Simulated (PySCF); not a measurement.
Two species compared at the same levels of theory.

First species: C₆H₅N₃.
SMILES: `N#Cc1cc(N)ncc1`

Second species: C4H8F3N.
Cartesian coordinates in Å at the GFN2-xTB level; atoms count from 1:
```
atom  x, y, z in Å
C1     1.8103    0.8178   -0.3554
C2     0.5921    0.0569   -0.8636
C3    -0.2446   -0.5778    0.2548
N4    -1.0253   -1.6701   -0.2807
C5    -1.1498    0.4645    0.9356
F6    -1.9343   -0.1139    1.8659
F7    -0.4868    1.4446    1.5629
F8    -1.9830    1.0567    0.0634
H9     1.5221    1.6624    0.2639
H10    2.4509    0.1620    0.2296
H11    2.3836    1.1938   -1.1988
H12   -0.0414    0.7184   -1.4586
H13    0.9159   -0.7646   -1.5044
H14    0.4126   -0.9768    1.0371
H15   -1.5739   -2.1244    0.4408
H16   -1.6560   -1.3404   -1.0039
```

Levels: PBE0/def2-SVPD for dipole moment, HOMO energy, LUMO energy, HOMO–LUMO gap, static isotropic polarisability and electronic spatial extent ⟨r²⟩ about the centre of nuclear charge; TDDFT PBE0/def2-SVPD for lowest singlet excitation; TDA PBE0/def2-SVPD for lowest triplet excitation (Tamm–Dancoff); GFN2-xTB for rotational constant A and rotational constant C. Geometries: GFN2-xTB. All species are isolated and taken at one optimised geometry, non-relativistic unless stated; the electronic structure was computed with PySCF and density fitting.

Dipoles, sizes and rotational constants follow the conformer. The torsions of the flexible species, by atom-mapped SMILES:
- `[N:1]#[C:2][c:3]1[cH:4][cH:5][n:6][c:7]([NH2:8])[cH:9]1`: H–N8–C7–N6 -165°, H–N8–C7–N6 -11°
- `[CH3:1][CH2:2][C@H:3]([NH2:4])[C:5]([F:6])([F:7])[F:8]`: C1–C2–C3–N4 -158°, C2–C3–C5–F6 177°, H–N4–C3–C2 179°, H–N4–C3–C2 -60°

Values for the first species:

* Dipole moment: 3.92 D
* HOMO energy: -6.89 eV
* LUMO energy: -1.90 eV
* HOMO–LUMO gap: 4.99 eV
* Lowest singlet excitation: 4.18 eV
* Lowest triplet excitation (Tamm–Dancoff): 3.15 eV
* Static isotropic polarisability: 90.3 au
* Electronic spatial extent ⟨r²⟩ about the centre of nuclear charge: 1177 bohr²
* Rotational constant A: 3.687 GHz
* Rotational constant C: 0.917 GHz

Estimate the same properties for the second species, and the change in each.

```json
{"property": "dipole moment", "first": "3.92 D", "second": "1.31 D", "second less first": "-2.61 D"}
{"property": "HOMO energy", "first": "-6.89 eV", "second": "-7.60 eV", "second less first": "-0.71 eV"}
{"property": "LUMO energy", "first": "-1.90 eV", "second": "0.71 eV", "second less first": "+2.61 eV"}
{"property": "HOMO–LUMO gap", "first": "4.99 eV", "second": "8.31 eV", "second less first": "+3.32 eV"}
{"property": "lowest singlet excitation", "first": "4.18 eV", "second": "6.94 eV", "second less first": "+2.76 eV"}
{"property": "lowest triplet excitation (Tamm–Dancoff)", "first": "3.15 eV", "second": "6.63 eV", "second less first": "+3.48 eV"}
{"property": "static isotropic polarisability", "first": "90.3 au", "second": "60.5 au", "second less first": "-29.8 au"}
{"property": "electronic spatial extent ⟨r²⟩ about the centre of nuclear charge", "first": "1177 bohr²", "second": "955 bohr²", "second less first": "-222 bohr²"}
{"property": "rotational constant A", "first": "3.687 GHz", "second": "2.618 GHz", "second less first": "-1.069 GHz"}
{"property": "rotational constant C", "first": "0.917 GHz", "second": "1.341 GHz", "second less first": "+0.424 GHz"}
```

On the first: The polarisability is 13.38 Å³ as a volume (1 au = 0.148185 Å³), or 1.46 au for each of the 62 electrons. In wavenumbers S1 is 33700 cm⁻¹ (1 eV = 8065.54 cm⁻¹).

On the second: No computed singlet falls in the visible range (750 to 380 nm, 1.65 to 3.26 eV); S1 lies 3.68 eV above its blue end. In atomic units the dipole is 0.51 e·bohr (1 au = 2.5417 D).
